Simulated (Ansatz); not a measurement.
Input and output for the cluster Cu₂Br.

```yaml
crystal:
  periodic: [false, false, false]
  atoms:
    - {symbol: Cu, position_ang: [0.947966, 0.999920, -0.053753]}
    - {symbol: Cu, position_ang: [0.403826, -1.316320, 0.072066]}
    - {symbol: Br, position_ang: [-1.351782, 0.316400, -0.018313]}
basis:
  gaussian: {orbitals: cc-pVTZ-PP}
magnetization: {spin_polarized: true, initial_magnetization: 1}
hamiltonian: {xc: {name: wPBEh}}
scf: {omitted_lower_state_checks: [starts]}
output: {forces: true}
```

```sh
$ ansatz run in.yaml --threads 4 --pin off --events-out ev --progress --plain --max-ram 3916MiB
```

Output, abridged:

```
Functional definition: wPBEh
1225 factors; their error is unknown
56 factors; integrals over basis functions are off by at most 2.7e-5 eV
mean field evaluation 1: about -22072.6113 eV, gradient 6.3e1 eV
mean field evaluation 2: about -21416.8430 eV, gradient 5.1e2 eV
mean field evaluation 4: about -22078.8036 eV, gradient 1.4e1 eV
mean field evaluation 8: about -22079.2985 eV, gradient 2.7e-1 eV
mean field evaluation 16: about -22079.4525 eV, gradient 3.9e-4 eV
mean field -22079.45247334 eV, -811.4049124049 hartree, gradient 1.9e-5 eV, S^2 0.763905; 0 other end points of the search recorded, 0 dependent functions left out
reference -22079.45251415 eV, -811.4049139045 hartree; 32, 31 occupied and 133, 134 virtual orbitals, 1225 factors
Total energy: -22079.45251415 eV, -811.4049139045 hartree
Atom 0 at     0.947966     0.999920    -0.053753 Å, force    -0.190774    -0.225822     0.012158 eV/Å
Atom 1 at     0.403826    -1.316320     0.072066 Å, force    -0.069964     0.286606    -0.015677 eV/Å
Atom 2 at    -1.351782     0.316400    -0.018313 Å, force     0.260738    -0.060784     0.003519 eV/Å
Dipole moment:     0.321452    -0.075281     0.004357 e Å
Checks for a lower state left out: starts
```

Hardware: 4 threads of Arm Neoverse V2 on a shared host. Wall time 5.5 s, peak host memory 0.61 GiB.
